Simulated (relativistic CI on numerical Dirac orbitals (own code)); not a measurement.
## Crystal-field levels of Mo2+, 4d4

Calculated by Dirac-Coulomb-Breit CI, separate exchange-only KLI orbitals for each configuration, model QED (radiative potential, 1s self-energy scaled to tabulated hydrogen-like ionisation energies), valence Slater integrals scaled by 0.8, one configuration in a parametric crystal field (own radial code).

Field parameters in Wybourne normalisation: Oh B⁴₀ = 21Dq, B⁴₄ = √(5/14) B⁴₀. The field is a parameter set, without covalency.

S is read from ⟨S²⟩ = S(S + 1).

Site symmetry Oh; labels are those of the double group. Computed levels in cm⁻¹ above the lowest, in rising order:

| Δ (size of 10Dq) | Lowest | No. 2 | No. 3 | No. 4 | No. 5 | No. 6 | No. 7 | No. 8 |
| --- | --- | --- | --- | --- | --- | --- | --- | --- |
| 4700 | A1 | 79 T1 | 154 E | 204 T2 | 256 A2 | 4616 T2 | 4644 T1 | 4682 A1 |
| 8500 | A1 | 78 T1 | 151 E | 198 T2 | 247 A2 | 5428 A1 | 5767 T1 | 6125 T2 |
| 12250 | A1 | 168 T1 | 315 E | 394 T2 | 479 A2 | 2412 A1 | 2650 T1 | 2951 T2 |
| 16000 | A1 | 432 T1 | 1023 E | 1123 T2 | 2415 A2 | 2545 T2 | 2657 E | 2686 T1 |
| 19800 | A1 | 414 T1 | 1013 E | 1031 T2 | 5879 A2 | 5907 T2 | 5936 E | 5961 T1 |
| 23550 | A1 | 400 T1 | 997 E | 1001 T2 | 7893 T2 | 8735 E | 9477 A2 | 9492 T2 |
| 27350 | A1 | 392 T1 | 988 T2 | 989 E | 7979 T2 | 8784 E | 13174 A2 | 13183 T2 |
| 31100 | A1 | 387 T1 | 981 T2 | 984 E | 8056 T2 | 8824 E | 16848 A2 | 16854 T2 |
| 34850 | A1 | 383 T1 | 976 T2 | 980 E | 8125 T2 | 8855 E | 18024 A1 | 20537 A2 |
| 38650 | A1 | 380 T1 | 973 T2 | 978 E | 8187 T2 | 8881 E | 18361 A1 | 24286 A2 |
| 42400 | A1 | 377 T1 | 971 T2 | 976 E | 8240 T2 | 8902 E | 18640 A1 | 27994 A2 |

Ground-state S against |10Dq| in cm⁻¹: 4700: 1.99, 8500: 1.97, 12250: 1.85, 16000: 1.16, 19800: 1.03, 23550: 1.01, 27350: 1.00, 31100: 1.00, 34850: 1.00, 38650: 1.00, 42400: 1.00.

The spin changes between |10Dq| = 12250 and 16000 cm⁻¹.
